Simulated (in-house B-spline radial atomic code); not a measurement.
PBE hybrid excitations of the rhenium ion Re⁷⁺

Method: PBE hybrid with 0.1 exact exchange. Computed with a B-spline radial code for spherical atoms: linear response of the closed shell [Xe] 4f14 with the functional's adiabatic kernel; scalar-relativistic (spin-free one-electron X2C), finite nucleus, no spin-orbit coupling, no double excitations, S, P, D and F terms only; shells from n = 3 respond. Only terms of natural parity with L up to 3 were computed.

Spin-orbit coupling is strong here, so these LS terms don't match observed levels.

Command:
```bash
python run_td.py task.json out
```
Settings (radii: box in bohr, nucleus in fm):
```
Z                        75
electrons                68
configuration            [Xe] 4f14
hamiltonian              x2c
method                   pbeh
box_radius               12.81
exact_exchange_fraction  0.1
rms_radius               5.3698
intervals                69
```

Run time, properties included: 8.2 s on 1 thread of Arm Neoverse N1, on a shared host.

The lowest states, in the order of their Tamm-Dancoff energies; the method's threshold (minus the highest occupied level) is 139.62 eV. Labels give the largest channel, * marks a mixed state, and oscillator strengths are full-response dipole values. Semilocal kernels can invert the small singlet-triplet splittings of Rydberg terms. Energies in eV:

```csv
state,full response,Tamm-Dancoff,oscillator strength
5p → 5d 3P,?,?,-
5p → 5d 3F,47.43,47.53,-
4f → 5d 3P,?,?,-
4f → 5d 3F,49.48,49.49,-
```

Task: Where does 4f → 5d 3P lie?

Result: At 49.15 eV in full response, 49.16 eV in Tamm-Dancoff.

Task: Where does 5p → 5d 3P lie?

Result: At 46.70 eV in full response, 46.80 eV in Tamm-Dancoff.

Task: What polarisabilities and dispersion coefficient does the method give?

Result: Dipole 1.688 bohr³, quadrupole 1.932 bohr⁵, C6 5.846 hartree·bohr⁶ for two such species.
